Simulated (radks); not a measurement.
Question: Numerical settings for the arsenic ion As20+, [Ne] 3s2 3p1. Method: non-relativistic Kohn-Sham, TPSS, spin-polarised, spherical densities, point nucleus; open shells are filled with parallel spins first; meta-GGA in the generalised Kohn-Sham scheme; computed with a radial shooting solver on a logarithmic mesh with Libxc functionals. The defaults (mesh step 0.008 in ln r, mesh end at 40 bohr or more with all orbitals vanishing there, Anderson mixing 0.5 over 9 steps, residual threshold near 1e-9 with the energy settled to 1e-9 hartree or 1e-11 of itself, here a cap of 59 iterations) give E = -2002.176 hartree and 3p at -789.35 eV in 9 iterations. Run on one thread of a shared host, so times are rough (Intel(R) Xeon(R) 6975P-C): 0.06 s of CPU time, 0.06 s wall, 9 iterations on 2476 mesh points. One setting is changed at a time: mesh step in ln r 0.08; mesh step in ln r 0.005; mesh step in ln r 0.012; mesh end (bohr) 8; mesh end (bohr) 400; residual threshold 1e-13; residual threshold 1e-16; mixing 1.5; linear mixing, mixing 0.5; linear mixing, mixing 0.05; mixing history 20; iteration cap 3. Which runs fail to converge, and which converge to a wrong energy?

Answer: Not converged within the cap: mesh step in ln r 0.08; residual threshold 1e-13; residual threshold 1e-16; linear mixing, mixing 0.05; iteration cap 3. No run marked as converged misses the energy by more than 1 mhartree.
